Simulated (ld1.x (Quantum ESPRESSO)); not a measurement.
Results of a calculation; reference values are marked as such.
## Potentials for P (Z = 15) compared

Generated with ld1.x 7.5 (TM, RRKJ, ultrasoft, PAW), atompaw 4.2 or ONCVPSP 4.0.1. The cutoff is in Ry: for ld1.x and atompaw files where the sum of valence levels is converged to 10 mRy in a Bessel basis, for ONCV files where the hardest occupied wave has 1 mHa per electron of residual kinetic energy. The error is the largest all-electron minus pseudo excitation energy over each file’s own four to seven test configurations (ionisations up to +4, promotions, holes and added fractions of an electron), all of which were solved. The labels leave out finer settings (local radius, basis sizes, second energies), which also bear on the numbers. Spin-polarised tests are not counted. The rows are a selection from randomly drawn settings: files with unsolved tests, undetermined cutoffs or missed reference levels are left out.

```csv
potential,cutoff (Ry),largest error (meV),bound ghosts
"PAW, LDA (PZ), scalar-relativistic, rc 1.40/1.60 (sp), local smoothed, core correction yes, reference 3s2 3p3",18,-163,none
"ultrasoft, revPBE, scalar-relativistic, rc 1.40/2.10 (sp), local smoothed, core correction no, reference 3s1.5 3p3.5",18,+112,none
"TM, LDA (PZ), scalar-relativistic, rc 1.60/1.95 (sp), local smoothed, core correction no, reference 3s2 3p3",21,+148,none
"TM, LDA (PZ), scalar-relativistic, rc 1.40/1.75/1.60 (spd), local s, core correction yes, reference 3s2 3p2",30,+194,none
"TM, PBE, non-relativistic, rc 1.30/1.65/1.65 (spd), local smoothed, core correction no, reference 3s1 3p4",21,+257,none
"TM semilocal, PBE, non-relativistic, rc 1.20/1.45/1.15 (spd), local s, core correction yes, reference 3s2 3p2",50,+56,none
```

(1) Fill in the row for P: TM, PBE, scalar-relativistic, rc 1.20/1.20 (sp), local smoothed, core correction yes, reference 3s2 3p1.

(2) Fill in the row for P: PAW, PBE, non-relativistic, rc 1.80/1.85/1.60 (spd), local smoothed, core correction yes, reference 3s1.75 3p3.25.

Answers

(1) cutoff 70 Ry, largest error +73 meV, bound ghosts: none.

(2) cutoff 15 Ry, largest error -33 meV, bound ghosts: none.
